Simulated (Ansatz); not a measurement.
C3H9AlO can be A, `CC(C)=[O+][AlH3-]`, or B, `C[CH](C)[AlH][OH]`.

Calculated with Ansatz (gas phase, PBE0-D4/def2-TZVP geometries, no zero-point term in ΔE). CCSD(T)/CBS adds triple-zeta CCSD(T) − MP2 to the extrapolated MP2 energy (def2 sets, frozen cores). DFT in def2-TZVPP. B3LYP here is the variant with VWN-RPA as its local correlation; programs differ in this. Each species was taken in one conformer, which may not be the lowest.

**Question.** Which is lower in electronic energy at CCSD(T)/CBS, and by how much? (Estimate.)

**Answer.** Computed: B, by 158.7 kJ/mol.

**Question.** Give E(B) − E(A) in kJ/mol with B3LYP-D4, CCSD(T)/def2-SVP, BLYP-D4, CCSD(T)/def2-TZVPP, MP2/def2-TZVPP, B3LYP, PBE0-D4. (Estimate.)

**Answer.** The calculation gave: B3LYP-D4 -138.8, CCSD(T)/def2-SVP -121.7, BLYP-D4 -131.0, CCSD(T)/def2-TZVPP -152.6, MP2/def2-TZVPP -171.6, B3LYP -140.1, PBE0-D4 -148.1. None reverses the order clearly.

**Question.** Does the order hold for the free energy at 298.15 K (harmonic terms from PBE0-D4)? (Best estimate.)

**Answer.** Computed: Yes: G(B) − G(A) = -141.8 kJ/mol, for one conformer each. Modes under 60 cm⁻¹, often nearly free rotors, make the harmonic entropy too high.

Largest T1 diagnostic: 0.014.

Leaving LDA and LC-ωPBE aside and taking each functional with its dispersion term where it has one, the values, not all of them listed here, spread over 45.8 kJ/mol, from PBE-QIDH to B97M-V. From BLYP to BHLYP (50 % exact exchange), in def2-TZVPP and without D4, E(B) − E(A) moves by −9.6 kJ/mol.
